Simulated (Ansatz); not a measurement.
The cluster Cu₄Se₂⁺. The state is a doublet with charge 1. Geometry B3LYP-D4/def2-SVP, that of the neutral singlet; atoms count from 1.

```xyz
6

Cu   -0.210   -1.333   -0.003
Cu    0.177    0.413   -1.807
Cu   -0.703    0.854    0.776
Cu    1.752    0.597    0.176
Se   -1.958    0.009   -1.119
Se    0.943   -0.541    1.978
```

Another isomer (singlet) lies 0.02 eV lower at PBE0-D4/def2-TZVP; other spin states weren't run for this one.

Q: Estimate the Mulliken populations from the PBE0/def2-SVP orbitals of Ansatz.

A: 
| atom | charge (e) | spin (α − β) | d electrons |
| --- | --- | --- | --- |
| Cu1 | 0.27 | 0.13 | 9.71 |
| Cu2 | 0.29 | 0.00 | 9.79 |
| Cu3 | 0.27 | 0.13 | 9.71 |
| Cu4 | 0.29 | 0.00 | 9.79 |
| Se5 | -0.06 | 0.37 | – |
| Se6 | -0.06 | 0.37 | – |
Mulliken values and Mayer orders depend strongly on the basis.

Q: Where does the spin sit?

A: Summed by element: Cu 0.26, Se 0.74, of 1 unpaired in all. Largest on single atoms: Se6 0.37, Se5 0.37, Cu3 0.13.

Q: And the Mayer bond orders between bonded heavy atoms (over 0.3)?

A: Cu1–Se5 0.67 (2.47 Å); Cu1–Se6 0.70 (2.43 Å); Cu2–Cu4 0.31 (2.54 Å); Cu2–Se5 0.92 (2.28 Å); Cu3–Se5 0.70 (2.43 Å); Cu3–Se6 0.67 (2.47 Å); Cu4–Se6 0.92 (2.28 Å).
